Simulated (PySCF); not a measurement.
## Tm⁶⁶⁺ (thulium, charge +66) across methods

[He] 2s1, 2S determinant. Calculation: PySCF 2.14, in an uncontracted even-tempered set (18 s from 44 bohr⁻², ratio 2.2; 8 p from 67 bohr⁻², ratio 2.4; 5 d from 200 bohr⁻², ratio 2.4; 5 f from 300 bohr⁻², ratio 2.4; 4 g from 450 bohr⁻², ratio 2.4); the spin-free X2C one-electron Hamiltonian (Gaussian nucleus).

| method | E (hartree) | mean ε 1s α (eV) | mean ε 1s β (eV) | mean ε 2s α (eV) | Σ⟨r²⟩ (bohr²) | ⟨S²⟩ |
| --- | --- | --- | --- | --- | --- | --- |
| r2SCAN | -5676.12 | -67264.4 | -67238.4 | -16729.1 | 0.008596 | 0.750 |
| BLYP | -5676.66 | -67214.7 | -67189.1 | -16723.1 | 0.008592 | 0.750 |
| LDA | -5668.95 | -67139.5 | -67110.4 | -16706.1 | 0.008603 | 0.750 |
| UHF | -5675.68994 | -67736.6 | -67677.2 | -16835.1 | 0.008595 | 0.750 |
| PBE | -5676.06 | -67209.5 | -67182.4 | -16721.5 | 0.008594 | 0.750 |
| PBE0 | -5675.98 | -67341.5 | -67306.3 | -16750.0 | 0.008594 | 0.750 |

(1) Estimate the same row for B3LYP.

Answers

(1) E (hartree) = -5675.91; mean ε 1s α (eV) = -67313.8; mean ε 1s β (eV) = -67281.2; mean ε 2s α (eV) = -16744.5; Σ⟨r²⟩ (bohr²) = 0.008593; ⟨S²⟩ = 0.750.
